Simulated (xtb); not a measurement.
C₄H₈O, SMILES CCC(C)=O. All values are semi-empirical tight-binding results from xtb (GFN2-xTB unless named), good for trends rather than for accurate numbers. The structure is a stationary point at GFN2-xTB. One conformer was computed; it need not be the lowest.

Optimised geometry:

```xyz
13

C      1.7817     0.5581    -0.2761
C      0.8459    -0.2849     0.5942
C     -0.5369    -0.3039    -0.0257
C     -1.4342     0.8308     0.3973
O     -0.8817    -1.1536    -0.8062
H      2.7902     0.5355     0.1295
H      1.4497     1.5932    -0.3156
H      1.8063     0.1642    -1.2893
H      1.2250    -1.3070     0.6373
H      0.8037     0.1290     1.6021
H     -0.8991     1.7760     0.3556
H     -1.7449     0.6641     1.4276
H     -2.3167     0.8731    -0.2353
```

```yaml
orbital_gap: 3.96 eV
dipole_moment: 3.31 D
zero_point_energy: 69.7 kcal/mol
G − E(el) at 298.15 K (modified RRHO): 50.8 kcal/mol
static polarisability (D4 model): 53.1 bohr³
solvation energy, GFN2-xTB/ALPB(water): -3.1 kcal/mol
solvation energy, GFN2-xTB/ALPB(ether): -5.8 kcal/mol
```

Computed IR lines (harmonic; lines under 4 % of the strongest left out, lines within 3 cm⁻¹ merged):
ν (cm⁻¹): 511 (w), 958 (w), 965 (w), 1077 (w), 1190 (m), 1235 (w), 1295 (w), 1366 (w), 1778 (vs), 2993 (w), 3034 (w), 3039 (m), 3046 (w), 3058 (w) (against the strongest line: vs over 80 %, s over 45 %, m over 15 %, w over 4 %, vw less)

Give the atomic charges and the Wiberg bond orders between heavy atoms. (The exact figures need the calculation; the answer reports its results.)

charges (e) C1 -0.10, C2 -0.08, C3 0.24, C4 -0.14, O5 -0.36, H6 0.05, H7 0.04, H8 0.05, H9 0.06, H10 0.05, H11 0.06, H12 0.07, H13 0.07. Bond orders C1–C2 0.99, C2–C3 0.98, C3–C4 1.00, C3–O5 1.87.
